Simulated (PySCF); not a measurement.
A calculation to check before its numbers are used.

A core-ionisation job on C4H7As, SMILES `C#CC[AsH]C`. The calculation used delta-SCF UKS SCAN, pcX-2 on the ionised atom, pcseg-1 elsewhere, non-relativistic in PySCF 2.14.0.

Driver input (Å, PBE0-D3(BJ)/def2-SVP geometry):

```
{"job": {"kind": "xps", "x2c": false}, "charge": 0, "multiplicity": 1}
C      1.5791     1.0905     0.5641
C      1.1633    -0.0064     0.2556
C      0.6248    -1.2903    -0.1297
As    -1.0255    -1.1997    -1.2541
C     -2.0236     0.0979    -0.1708
H      1.9639     2.0529     0.8450
H      0.3638    -1.8889     0.7584
H      1.3628    -1.8741    -0.7025
H     -0.4478    -0.1679    -2.2184
H     -2.8511     0.4977    -0.7737
H     -1.3783     0.9221     0.1641
H     -2.4489    -0.4173     0.7024
```

Output:

```
ground state, core basis on atom 0 (C), 149 functions
  cycle   1  E = -2392.28193203  |g| = 5.19e-01
  cycle   2  E = -2392.22201897  |g| = 6.68e-01
  cycle   3  E = -2392.35185845  |g| = 8.79e-02
  cycle   4  E = -2392.35392840  |g| = 4.82e-02
  cycle   5  E = -2392.35429406  |g| = 2.79e-02
  cycle   6  E = -2392.35450875  |g| = 4.95e-03
  cycle   7  E = -2392.35451672  |g| = 1.57e-03
  cycle   8  E = -2392.35451731  |g| = 5.06e-04
  cycle   9  E = -2392.35452080  |g| = 1.36e-04
  E(ground) = -2392.26344962 Eh
hole in C 1s of atom 0
  cycle   1  E = -2381.12174068  |g| = 1.50e+00
  cycle   2  E = -2378.39999386  |g| = 2.33e+00
  cycle   3  E = -2381.36087373  |g| = 7.04e-01
  cycle   4  E = -2381.59569861  |g| = 4.74e-01
  cycle   5  E = -2381.66234460  |g| = 2.94e-01
  cycle   6  E = -2381.70286615  |g| = 4.61e-02
  cycle   7  E = -2381.70423308  |g| = 1.50e-02
  cycle   8  E = -2381.70447713  |g| = 1.01e-02
  cycle   9  E = -2381.70461679  |g| = 6.22e-03
  cycle  10  E = -2381.70470525  |g| = 3.49e-03
  cycle  11  E = -2381.70472673  |g| = 1.78e-03
  cycle  12  E = -2381.70473023  |g| = 8.47e-04
  cycle  13  E = -2381.70472991  |g| = 3.51e-04
  E(ion) = -2381.61271516 Eh   <S^2> = 0.8245   hole on atom = 1.000   binding energy = 289.821 eV
ground state, core basis on atom 1 (C), 149 functions
  cycle   1  E = -2392.35438798  |g| = 5.19e-02
  cycle   2  E = -2392.35224823  |g| = 9.68e-02
  cycle   3  E = -2392.35454310  |g| = 2.61e-02
  cycle   4  E = -2392.35469939  |g| = 9.20e-03
  cycle   5  E = -2392.35472697  |g| = 8.72e-04
  cycle   6  E = -2392.35472533  |g| = 2.19e-04
  E(ground) = -2392.26396382 Eh
hole in C 1s of atom 1
  cycle   1  E = -2381.10687466  |g| = 1.51e+00
  cycle   2  E = -2379.04060194  |g| = 2.21e+00
  cycle   3  E = -2381.40490132  |g| = 6.08e-01
  cycle   4  E = -2381.52636549  |g| = 5.12e-01
  cycle   5  E = -2381.63965569  |g| = 2.64e-01
  cycle   6  E = -2381.67400928  |g| = 8.90e-02
  cycle   7  E = -2381.67854043  |g| = 2.24e-02
  cycle   8  E = -2381.67905916  |g| = 1.20e-02
  cycle   9  E = -2381.67938696  |g| = 7.87e-03
  cycle  10  E = -2381.67960164  |g| = 4.99e-03
  cycle  11  E = -2381.67964955  |g| = 3.05e-03
  cycle  12  E = -2381.67966303  |g| = 1.56e-03
  cycle  13  E = -2381.67966600  |g| = 6.26e-04
  cycle  14  E = -2381.67966559  |g| = 3.19e-04
  E(ion) = -2381.58766709 Eh   <S^2> = 0.8648   hole on atom = 1.000   binding energy = 290.517 eV
ground state, core basis on atom 2 (C), 149 functions
  cycle   1  E = -2392.35164248  |g| = 4.35e-02
  cycle   2  E = -2392.35106606  |g| = 5.19e-02
  cycle   3  E = -2392.35144658  |g| = 3.50e-02
  cycle   4  E = -2392.35175864  |g| = 9.79e-03
  cycle   5  E = -2392.35178015  |g| = 1.02e-03
  cycle   6  E = -2392.35177951  |g| = 2.03e-04
  E(ground) = -2392.26005352 Eh
hole in C 1s of atom 2
  cycle   1  E = -2381.07452135  |g| = 1.51e+00
  cycle   2  E = -2379.97137124  |g| = 2.03e+00
  cycle   3  E = -2381.40294753  |g| = 6.89e-01
  cycle   4  E = -2381.49359726  |g| = 5.37e-01
  cycle   5  E = -2381.64996805  |g| = 9.57e-02
  cycle   6  E = -2381.65390839  |g| = 2.92e-02
  cycle   7  E = -2381.65434808  |g| = 1.16e-02
  cycle   8  E = -2381.65443212  |g| = 5.43e-03
  cycle   9  E = -2381.65446167  |g| = 2.27e-03
  cycle  10  E = -2381.65447690  |g| = 1.70e-03
  cycle  11  E = -2381.65448514  |g| = 1.12e-03
  cycle  12  E = -2381.65449359  |g| = 7.30e-04
  cycle  13  E = -2381.65449674  |g| = 4.12e-04
  E(ion) = -2381.56219326 Eh   <S^2> = 0.7759   hole on atom = 1.000   binding energy = 291.104 eV
ground state, core basis on atom 4 (C), 149 functions
  cycle   1  E = -2392.35074270  |g| = 3.96e-02
  cycle   2  E = -2392.35069982  |g| = 2.02e-02
  cycle   3  E = -2392.35070601  |g| = 1.88e-02
  cycle   4  E = -2392.35080457  |g| = 2.58e-03
  cycle   5  E = -2392.35080698  |g| = 1.60e-03
  cycle   6  E = -2392.35080711  |g| = 2.34e-04
  E(ground) = -2392.25898236 Eh
hole in C 1s of atom 4
  cycle   1  E = -2381.10731026  |g| = 1.50e+00
  cycle   2  E = -2380.24798820  |g| = 1.89e+00
  cycle   3  E = -2381.61814347  |g| = 3.66e-01
  cycle   4  E = -2381.66589511  |g| = 1.76e-01
  cycle   5  E = -2381.67721056  |g| = 1.17e-01
  cycle   6  E = -2381.68369263  |g| = 3.94e-02
  cycle   7  E = -2381.68451859  |g| = 1.07e-02
  cycle   8  E = -2381.68458687  |g| = 3.17e-03
  cycle   9  E = -2381.68459611  |g| = 1.02e-03
  cycle  10  E = -2381.68459480  |g| = 5.97e-04
  cycle  11  E = -2381.68459792  |g| = 1.98e-04
  E(ion) = -2381.59202573 Eh   <S^2> = 0.7701   hole on atom = 1.000   binding energy = 290.263 eV
```

The program numbers atoms from 0. E(ground) and E(ion) are re-evaluated on a finer grid than the cycles, so they differ from the last cycles; that is no fault.

Q: Do all binding energies of this run deserve the same trust?

A: No. Every hole passed the driver's convergence checks (|g| < 5e-4, core orbital emptied to over 0.9), but ⟨S²⟩ is 0.865 for C1s on atom 1, against 0.75 for a pure doublet, so the unrestricted ion state holds higher spin components.

Q: What would you do next?

A: Recompute such holes with a restricted open-shell or spin-projected scheme and compare; until then these binding energies are doubtful.
